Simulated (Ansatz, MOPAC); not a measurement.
Species: SbI$_{2}$, charge 1, multiplicity 1. SMILES of the parent species: [I][Sb][I]

Atoms: Sb1, I2, I3. Bonds: Sb1-I2, Sb1-I3.

Bond lengths (Å) and angles (degrees) optimised at AM1 with MOPAC; PM3 with MOPAC; PM6 with MOPAC; PM7 with MOPAC; MNDO with MOPAC; HF/LANL2DZ with Ansatz (a first-principles code), each started from the B3LYP-D3(BJ)/def2-TZVP structure (Ansatz) of the last column. A row stands for all coordinates that are equal there. No wavenumbers were computed at MNDO, so these may be saddle points.

```tsv
coordinate	AM1	PM3	PM6	PM7	MNDO	HF/LANL2DZ	B3LYP-D3(BJ)/def2-TZVP
Sb1-I2	2.593	2.626	2.580	2.596	2.503	2.719	2.642
I2-Sb1-I3	104.1	104.7	109.9	122.9	107.6	102.8	103.4
```

Mean signed difference of all 2 bond lengths from B3LYP-D3(BJ)/def2-TZVP: AM1 -0.049 Å, PM3 -0.016 Å, PM6 -0.062 Å, PM7 -0.046 Å, MNDO -0.139 Å, HF/LANL2DZ 0.077 Å.
